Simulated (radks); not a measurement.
Fractional charge and spin in the 6s shell of hafnium: the spin-up occupation runs from 0 to 1 and the spin-down occupation from 0 to 1; the fullest corner is Hf+, [Xe] 4f14 5d(up 0.5, down 0.5) 6s(up 1, down 1). Method: scalar-relativistic Kohn-Sham, PBEsol, spin-polarised, spherical densities, point nucleus; computed with a radial shooting solver on a logarithmic mesh with Libxc functionals. Energy (eV) above the fullest corner. The planes named below are the two flat planes that join the four corners, with an edge along up + down = one added electron.

| down \ up | 0 | 0.25 | 0.5 | 0.75 | 1 |
|---|---|---|---|---|---|
| 0 | 37.406 | 31.177 | 25.360 | 19.953 | 14.960 |
| 0.25 | 31.177 | 25.438 | 20.101 | 15.169 | 10.644 |
| 0.5 | 25.360 | 20.101 | 15.240 | 10.776 | 6.713 |
| 0.75 | 19.953 | 15.169 | 10.776 | 6.774 | 3.164 |
| 1 | 14.960 | 10.644 | 6.713 | 3.164 | 0.000 |

Corners above the fullest one (they belong to Hf2+ and the next ion): (up 1, down 0) 14.960 eV, (up 0, down 1) 14.960 eV, (up 0, down 0) 37.406 eV. With half an added electron in each spin the energy lies 0.280 eV from the planes, and with half an added electron in spin up alone -0.824 eV. The planes are only a guide here: the flat-plane condition holds for ground states with one frontier orbital, while this shell lies below other occupied shells, so the corners above the fullest one are inner-hole states and not the ground states of those ions.
